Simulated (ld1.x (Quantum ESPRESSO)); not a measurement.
BLYP PAW dataset for Mg, non-relativistic all-electron reference.

magnesium, PAW, made with ld1.x (Quantum ESPRESSO) 7.5 (BLYP, non-relativistic). Core [He], reference 2s2 2p6 3s2 3p0. Waves: 2s (bound): rcut 1.20, rcutus 1.35 bohr; 3s (bound): rcut 1.20, rcutus 1.35 bohr; 2p (bound): rcut 1.15, rcutus 1.55 bohr; 3p (bound, empty): rcut 1.15, rcutus 1.55 bohr; 3d channel at -0.05 Ry: rcut 1.20, rcutus 1.40 bohr; 3d channel at 1.4 Ry: rcut 1.20, rcutus 1.40 bohr. Local part: all-electron potential smoothed inside 1.15 bohr (lloc = -2). Core correction: Bessel-smoothed model core inside 0.65 bohr. Augmentation charge: PSQ, inside the norm-conserving radii.

All-electron outer shells of the reference configuration (BLYP, non-relativistic, ld1.x):

```tsv
shell	level (eV)	outermost node (bohr)	outermost maximum (bohr)
1s	-1258.22	–	0.09
2s	-79.28	0.18	0.55
2p	-46.57	–	0.48
3s	-4.56	0.90	2.50
3p	-1.20	0.96	3.54
```

Calculated quality:

| Property | Result |
| --- | --- |
| Cutoffs needed | 50 Ry and 70 Ry (the cutoffs (Ry, on a coarse ladder) from which the occupation-weighted sum of valence levels, in a spherical-Bessel basis at the reference potential, stays within 10 and 1 mRy of its value at 400 Ry) |
| Ghost test | no extra level below or beside the all-electron valence levels (s, p, d, f tested) (spherical-Bessel basis up to 400 Ry, 20 bohr box) |
| Configuration tests | test run stopped at test 1 of 7 (negative rho) |
| Lowest eigenvalue of the overlap operator | 0.10 (p channel) |
| Density cutoff estimated by the generator | 280 Ry |

Generation and tests took about 0.6 s on one core of a shared server CPU.
